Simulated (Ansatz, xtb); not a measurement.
Two isomers of BBrGeH4O

Structure a: `B[O][GeH2][Br]`, a singlet. Structure b: `[GeH3][O]BBr`, a singlet. Both are isolated molecules in the gas phase, relaxed with B3LYP-D3(BJ)/def2-SVP; the shapes shown needn't be the lowest conformers.

a (Å):

```xyz
8

B     1.1790   -2.1096    1.0829
Br   -0.0810    0.2049   -1.8962
Ge   -0.9272   -0.4964    0.1425
O    -0.0787   -2.0211    0.5992
H     1.6070   -3.2114    1.3357
H     1.8474   -1.1111    1.2639
H    -0.6259    0.5788    1.1969
H    -2.3969   -0.8878   -0.0313
```

b (Å):

```
atom    x (Å)    y (Å)    z (Å)
   B  -0.0492  -1.6710   1.1934
  Br  -1.0097  -3.1282   0.2945
  Ge   0.8090  -0.5674  -1.3088
   O   0.6087  -0.7517   0.4992
   H  -0.5877  -0.3761  -1.9158
   H   1.6767   0.6929  -1.4233
   H   1.5237  -1.8220  -1.8293
   H  -0.0890  -1.6569   2.3949
```

Quicker runs give these differences E(b) − E(a): GFN2-xTB +19.1 kJ/mol; HF/STO-3G −23.4 kJ/mol (at GFN2-xTB geometries); r2SCAN-D4/def2-SVP −28.6 kJ/mol (at GFN2-xTB geometries).

**Question.** Estimate E(b) − E(a) at the level CCSD(T)/def2-SVP + ΔMP2/def2-TZVPP.

**Answer.** Calculated at CCSD(T)/def2-SVP + ΔMP2/def2-TZVPP: E(b) − E(a) = −15.2 kJ/mol, so structure b lies lower.

Level by level:

| level | geometry | E(b) − E(a) (kJ/mol) | departure from the last row (kJ/mol) | job, with rough time for the two |
| --- | --- | --- | --- | --- |
| GFN2-xTB | GFN2-xTB | +19.1 | +34.3 | optimisation, 0.71 s |
| HF/STO-3G | GFN2-xTB | −23.4 | −8.2 | single point, 2.4 s |
| r2SCAN-D4/def2-SVP | GFN2-xTB | −28.6 | −13.4 | single point, 7.1 s |
| B3LYP-D3(BJ)/def2-SVP | B3LYP-D3(BJ)/def2-SVP | −20.5 | −5.3 | optimisation, 5.6 min |
| HF/def2-SVP | B3LYP-D3(BJ)/def2-SVP | −12.3 | +2.9 | part of the CCSD(T) run |
| MP2/def2-SVP | B3LYP-D3(BJ)/def2-SVP | −22.9 | −7.7 | part of the CCSD(T) run |
| CCSD(T)/def2-SVP | B3LYP-D3(BJ)/def2-SVP | −22.8 | −7.6 | single point |
| CCSD(T)/def2-SVP + ΔMP2/def2-TZVPP | B3LYP-D3(BJ)/def2-SVP | −15.2 |  | single point, 1.9 min |

As drawn, b has 1 B–Br, 1 Ge–H in place of 1 Br–Ge, 1 B–H.

GFN2-xTB puts the two in the other order. The largest departure from CCSD(T)/def2-SVP + ΔMP2/def2-TZVPP is that of GFN2-xTB, 34.3 kJ/mol. The last row adds to CCSD(T) the change of the MP2 difference between the two basis sets, here +7.6 kJ/mol.

With harmonic frequencies from B3LYP-D3(BJ)/def2-SVP (ideal gas, rigid rotor, one conformer each, 298.15 K, 1 atm): on the last row, ΔE + ΔZPE = −16.7 kJ/mol. A mode under 50 cm⁻¹ makes harmonic enthalpies and free energies unreliable, so none is given.

The correlated steps freeze 20 core orbitals; the filled d shell of Br and Ge is correlated, in a basis made for valence electrons. Programs: Ansatz 0.2.0, xtb 6.7.1; the last row on 2 threads of Intel(R) Xeon(R) Processor @ 2.50GHz (Skylake/Cascade Lake) on a shared host.
